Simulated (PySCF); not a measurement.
PySCF input file for BFCl2, SMILES FB(Cl)Cl, ADC(2)/aug-cc-pVDZ. Coordinates come from a ωB97X-D3(BJ)/def2-SVP optimisation.

```python
import numpy as np
from pyscf import gto, scf, dft, adc

mol = gto.M(
    atom='''
    B     0.00000000    0.00000000   -0.35823639
    F     0.00000000   -0.00000000   -1.67369999
    Cl    0.00000000   -1.52061828    0.49572006
    Cl    0.00000000    1.52061828    0.49572005
    ''',
    basis='aug-cc-pVDZ',
    charge=0,
    spin=0,
    max_memory=1600,
    verbose=4,
)
mf = scf.RHF(mol)
mf.conv_tol = 1e-10
mf.max_cycle = 100
mf.kernel()
res = {}
for kind, nroots in (('ee', 6), ('ip', 6), ('ea', 2)):
    a = adc.ADC(mf).density_fit('aug-cc-pvdz-ri')
    a.method, a.method_type = 'adc(2)', kind
    e, v, p, x = a.kernel(nroots=nroots)
    res[kind] = (e * 27.211386245988, p)
for kind, (e, p) in res.items():
    print(kind, 'energies / eV', np.round(e, 3), 'strengths', np.round(p, 4))
```

Log of the run:

```
PySCF version 2.14.0

[INPUT] verbose = 4
[INPUT] num. atoms = 4
[INPUT] num. electrons = 48
[INPUT] charge = 0
[INPUT] spin (= nelec alpha-beta = 2S) = 0
[INPUT] symmetry False subgroup None
[INPUT] Mole.unit = angstrom
[INPUT] Symbol           X                Y                Z      unit          X                Y                Z       unit  Magmom
[INPUT]  1 B      0.000000000000   0.000000000000  -0.358236390000 AA    0.000000000000   0.000000000000  -0.676968664953 Bohr   0.0
[INPUT]  2 F      0.000000000000   0.000000000000  -1.673699990000 AA    0.000000000000   0.000000000000  -3.162834595787 Bohr   0.0
[INPUT]  3 Cl     0.000000000000  -1.520618280000   0.495720060000 AA    0.000000000000  -2.873552089207   0.936775147853 Bohr   0.0
[INPUT]  4 Cl     0.000000000000   1.520618280000   0.495720050000 AA    0.000000000000   2.873552089207   0.936775128956 Bohr   0.0

nuclear repulsion = 181.092992284396
number of shells = 32
number of NR pGTOs = 170
number of NR cGTOs = 100
basis = aug-cc-pVDZ
ecp = {}


******** <class 'pyscf.scf.hf.RHF'> ********
method = RHF
initial guess = minao
damping factor = 0
level_shift factor = 0
DIIS = <class 'pyscf.scf.diis.CDIIS'>
diis_start_cycle = 1
diis_space = 8
diis_damp = 0
SCF conv_tol = 1e-10
SCF conv_tol_grad = None
SCF max_cycles = 100
direct_scf = True
direct_scf_tol = 1e-13
Set gradient conv threshold to 1e-05
Initial guess from minao.
init E= -1043.83880847289
  HOMO = -0.423790351162535  LUMO = 0.0347812961698306  gap/eV = 12.47837
cycle= 1 E= -1043.21130075506  delta_E= 0.628  |g|= 0.552  |ddm|=    2
  HOMO = -0.486211130418019  LUMO = 0.0345625650440108  gap/eV = 14.17097
cycle= 2 E= -1043.2708445472  delta_E= -0.0595  |g|= 0.318  |ddm|= 0.716
  HOMO = -0.474788057427043  LUMO = 0.0452476983593497  gap/eV = 14.15089
cycle= 3 E= -1043.2924672929  delta_E= -0.0216  |g|= 0.0387  |ddm|= 0.253
  HOMO = -0.473026182306698  LUMO = 0.0457634965088234  gap/eV = 14.11699
cycle= 4 E= -1043.29303662237  delta_E= -0.000569  |g|= 0.013  |ddm|= 0.0608
  HOMO = -0.473312928105993  LUMO = 0.0455918902644141  gap/eV = 14.12012
cycle= 5 E= -1043.29308853644  delta_E= -5.19e-05  |g|= 0.00299  |ddm|= 0.0122
  HOMO = -0.473717387388911  LUMO = 0.0455921463184055  gap/eV = 14.13113
cycle= 6 E= -1043.29309325081  delta_E= -4.71e-06  |g|= 0.000742  |ddm|= 0.00399
  HOMO = -0.47366575129118  LUMO = 0.0455899791268797  gap/eV = 14.12967
cycle= 7 E= -1043.29309365319  delta_E= -4.02e-07  |g|= 0.000163  |ddm|= 0.00137
  HOMO = -0.473687377233911  LUMO = 0.0455890571413864  gap/eV = 14.13023
cycle= 8 E= -1043.29309367461  delta_E= -2.14e-08  |g|= 3.77e-05  |ddm|= 0.0004
  HOMO = -0.473681149910863  LUMO = 0.0455892334026728  gap/eV = 14.13007
cycle= 9 E= -1043.29309367568  delta_E= -1.07e-09  |g|= 1.03e-05  |ddm|= 8.16e-05
  HOMO = -0.473681261594614  LUMO = 0.0455891568031177  gap/eV = 14.13007
cycle= 10 E= -1043.29309367576  delta_E= -8.55e-11  |g|= 2.73e-06  |ddm|= 2.17e-05
  HOMO = -0.47368129736601  LUMO = 0.0455891451578996  gap/eV = 14.13007
Extra cycle  E= -1043.29309367577  delta_E= -8.64e-12  |g|= 1.24e-06  |ddm|= 4.41e-06
converged SCF energy = -1043.29309367577

******** <class 'pyscf.adc.radc.RADC'> ********
******** ADC Orbital Information ********
Number of Frozen Occupied Orbitals: 0
Number of Frozen Virtual Orbitals: 0
Number of Active Occupied Orbitals: 24
Number of Active Virtual Orbitals: 76
*****************************************
******** <class 'pyscf.df.df.DF'> ********
auxbasis = aug-cc-pvdz-ri
Reference correlation energy (doubles): -0.59375847
MP2 correlation energy of reference state (a.u.) = -0.59375847

******** <class 'pyscf.adc.radc_ee.RADCEE'> ********
max_space = 12
max_cycle = 50
conv_tol = 1e-08

*************************************************************
        ADC calculation summary (singlet states only)
*************************************************************
adc(2) root 0  |  Energy (Eh) =   0.2642177134  |  Energy (eV) =   7.18973019  |  Osc. strength = 0.00000000  |  conv = True
adc(2) root 1  |  Energy (Eh) =   0.2949095504  |  Energy (eV) =   8.02489762  |  Osc. strength = 0.22770490  |  conv = True
adc(2) root 2  |  Energy (Eh) =   0.3018638959  |  Energy (eV) =   8.21413500  |  Osc. strength = 0.00105434  |  conv = True
adc(2) root 3  |  Energy (Eh) =   0.3124318799  |  Energy (eV) =   8.50170449  |  Osc. strength = 0.05449818  |  conv = True
adc(2) root 4  |  Energy (Eh) =   0.3245062103  |  Energy (eV) =   8.83026375  |  Osc. strength = 0.00000000  |  conv = True
adc(2) root 5  |  Energy (Eh) =   0.3298178394  |  Energy (eV) =   8.97480054  |  Osc. strength = 0.00000000  |  conv = True

******** <class 'pyscf.adc.radc.RADC'> ********
******** ADC Orbital Information ********
Number of Frozen Occupied Orbitals: 0
Number of Frozen Virtual Orbitals: 0
Number of Active Occupied Orbitals: 24
Number of Active Virtual Orbitals: 76
*****************************************
******** <class 'pyscf.df.df.DF'> ********
auxbasis = aug-cc-pvdz-ri
Reference correlation energy (doubles): -0.59375847
MP2 correlation energy of reference state (a.u.) = -0.59375847

******** <class 'pyscf.adc.radc_ip.RADCIP'> ********
max_space = 12
max_cycle = 50
conv_tol = 1e-08

*************************************************************
        ADC calculation summary (doublet states only)
*************************************************************
adc(2) root 0  |  Energy (Eh) =   0.4308620332  |  Energy (eV) =  11.72435311  |  Spec. factor = 1.81674486  |  conv = True
adc(2) root 1  |  Energy (Eh) =   0.4507024653  |  Energy (eV) =  12.26423876  |  Spec. factor = 1.82284939  |  conv = True
adc(2) root 2  |  Energy (Eh) =   0.4694951832  |  Energy (eV) =  12.77561467  |  Spec. factor = 1.81353306  |  conv = True
adc(2) root 3  |  Energy (Eh) =   0.4829083140  |  Energy (eV) =  13.14060454  |  Spec. factor = 1.80908066  |  conv = True
adc(2) root 4  |  Energy (Eh) =   0.4979610599  |  Energy (eV) =  13.55021062  |  Spec. factor = 1.78065202  |  conv = True
adc(2) root 5  |  Energy (Eh) =   0.5914896551  |  Energy (eV) =  16.09525333  |  Spec. factor = 1.74744225  |  conv = True

******** <class 'pyscf.adc.radc.RADC'> ********
******** ADC Orbital Information ********
Number of Frozen Occupied Orbitals: 0
Number of Frozen Virtual Orbitals: 0
Number of Active Occupied Orbitals: 24
Number of Active Virtual Orbitals: 76
*****************************************
******** <class 'pyscf.df.df.DF'> ********
auxbasis = aug-cc-pvdz-ri
Reference correlation energy (doubles): -0.59375847
MP2 correlation energy of reference state (a.u.) = -0.59375847

******** <class 'pyscf.adc.radc_ea.RADCEA'> ********
max_space = 12
max_cycle = 50
conv_tol = 1e-08

*************************************************************
        ADC calculation summary (doublet states only)
*************************************************************
adc(2) root 0  |  Energy (Eh) =   0.0300605034  |  Energy (eV) =   0.81798796  |  Spec. factor = 1.96529134  |  conv = True
adc(2) root 1  |  Energy (Eh) =   0.0376563682  |  Energy (eV) =   1.02468197  |  Spec. factor = 1.85890762  |  conv = True
ee energies / eV [7.19  8.025 8.214 8.502 8.83  8.975] strengths [0.     0.2277 0.0011 0.0545 0.     0.    ]
ip energies / eV [11.724 12.264 12.776 13.141 13.55  16.095] strengths [1.8167 1.8228 1.8135 1.8091 1.7807 1.7474]
ea energies / eV [0.818 1.025] strengths [1.9653 1.8589]
```

Self-consistency was reached.
